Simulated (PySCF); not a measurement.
(CH3)3CCHF2, C5H10F2.
SMILES: `CC(C)(C(F)F)C`

Theory: CAM-B3LYP/def2-SVPD in PySCF (dipole) on a GFN2-xTB geometry, gas phase.

Take the most abundant isotopes and a rigid rotor. 

Problem. Give the principal moments of inertia and the rotational constants in MHz.

Solution. Ia = 156.82, Ib = 221.05, Ic = 263.75 u·Å²; 505379 MHz·u·Å²/I gives A = 3223, B = 2286, C = 1916 MHz.

Problem. Classify the top.

Solution. An asymmetric top. Ray's parameter κ = (2B − A − C)/(A − C) = -0.433; −1 is the prolate and +1 the oblate limit.

Problem. What does the inertial defect say?

Solution. Not planar: Δ = Ic − Ia − Ib = -114.12 u·Å². For a rigid frame Δ = −2 Σ m c², so Σ m c² = 57.06 u·Å² lies off the ab plane: 19.05 from hydrogen and 38.01 from heavier atoms. The atom farthest from that plane is 1.93 Å away.

Problem. Give the other two planar moments, Paa and Pbb, and the rms extents of the mass along the axes.

Solution. Paa = Σ m a² = (Ib + Ic − Ia)/2 = 163.99 and Pbb = Σ m b² = (Ia + Ic − Ib)/2 = 99.76 u·Å². With the mass M = 108.08 u, the rms extents √(P/M) along a, b and c are 1.23, 0.96, 0.73 Å.

Problem. Give the coordinates in the principal-axis frame, origin at the centre of mass.

Solution. The sense of each axis is arbitrary; atoms in the order of the calculation.
| atom | mass (u) | a (Å) | b (Å) | c (Å) |
| --- | --- | --- | --- | --- |
| C1 | 12.000 | 0.751 | 0.007 | -1.539 |
| C2 | 12.000 | 0.725 | 0.000 | -0.009 |
| C3 | 12.000 | 1.405 | 1.253 | 0.543 |
| C4 | 12.000 | 1.404 | -1.259 | 0.533 |
| C5 | 12.000 | -0.734 | -0.001 | 0.467 |
| F6 | 18.998 | -1.411 | -1.082 | 0.005 |
| F7 | 18.998 | -1.410 | 1.082 | 0.007 |
| H8 | 1.008 | 1.778 | 0.004 | -1.895 |
| H9 | 1.008 | 0.243 | -0.871 | -1.931 |
| H10 | 1.008 | 0.251 | 0.894 | -1.922 |
| H11 | 1.008 | 0.891 | 2.148 | 0.201 |
| H12 | 1.008 | 1.403 | 1.247 | 1.631 |
| H13 | 1.008 | 2.436 | 1.294 | 0.200 |
| H14 | 1.008 | 2.441 | -1.286 | 0.210 |
| H15 | 1.008 | 0.903 | -2.152 | 0.166 |
| H16 | 1.008 | 1.380 | -1.271 | 1.621 |
| H17 | 1.008 | -0.824 | -0.001 | 1.565 |

Problem. Where do the levels up to J = 2 lie, in MHz?

Solution. Above 0(0,0):
J = 1: 1(0,1) 4202, 1(1,1) 5139, 1(1,0) 5509
J = 2: 2(0,2) 12518, 2(1,2) 13174, 2(1,1) 14284, 2(2,1) 17093, 2(2,0) 17183
The levels of one J sum to (2J + 1)J(J + 1)(A + B + C)/3.

Problem. Which types of transition are allowed, and where do some lines up to J = 4 fall?

Solution. The dipole components are |μa| = 2.13 D, |μb| = 0.00 D, |μc| = 0.84 D; the mirror of this Cs structure is the ac plane, so μb vanishes by symmetry and there are no b-type lines. Intensities carry the squares of the components, which stand as 1.00 : 0.16 (a : c). Some lines, for components of 0.1 D or more:

| type | branch | J(Ka,Kc) | MHz | lower level (cm⁻¹) |
| --- | --- | --- | --- | --- |
| a | Q | 1(1,0) ← 1(1,1) | 370 | 0.171 |
| c | Q | 3(1,3) ← 3(0,3) | 379 | 0.827 |
| c | Q | 2(1,2) ← 2(0,2) | 656 | 0.418 |
| a | Q | 2(1,1) ← 2(1,2) | 1110 | 0.439 |
| a | Q | 3(1,2) ← 3(1,3) | 2207 | 0.840 |
| c | R | 1(1,0) ← 0(0,0) | 5509 | 0.000 |
| c | R | 2(1,1) ← 1(0,1) | 10082 | 0.140 |
| c | R | 2(2,1) ← 1(1,1) | 11954 | 0.171 |
| a | R | 3(1,3) ← 2(1,2) | 12001 | 0.439 |
| a | R | 3(0,3) ← 2(0,2) | 12278 | 0.418 |
| a | R | 3(2,2) ← 2(2,1) | 12607 | 0.570 |
| a | R | 3(1,2) ← 2(1,1) | 13098 | 0.476 |
| c | R | 3(1,2) ← 2(0,2) | 14864 | 0.418 |
| c | R | 3(2,1) ← 2(1,1) | 15835 | 0.476 |
| c | R | 3(2,2) ← 2(1,2) | 16527 | 0.439 |
| a | R | 4(2,3) ← 3(2,2) | 16739 | 0.991 |
| a | R | 4(3,1) ← 3(3,0) | 17036 | 1.180 |
| c | R | 3(3,1) ← 2(2,1) | 18265 | 0.570 |
| c | R | 4(2,2) ← 3(1,2) | 20167 | 0.913 |
| c | R | 4(3,2) ← 3(2,2) | 22613 | 0.991 |
| c | R | 4(4,1) ← 3(3,1) | 24680 | 1.179 |

No frequency check. These are rigid-rotor constants of the computed structure; measured ground-state constants (B0) also hold zero-point vibration. A rigid rotor knows nothing of internal rotation, which can split or shift real lines.

Hardware: an x86-64 server with one thread, no GPU, shared host. Cost: 30 s wall. This is the CAM-B3LYP/def2-SVPD job that gave the dipole, with the excitations it also computed.

Conformer computed: `[CH3:1][C:2]([CH3:3])([CH3:4])[CH:5]([F:6])[F:7]`: C1–C2–C5–F6 59°.
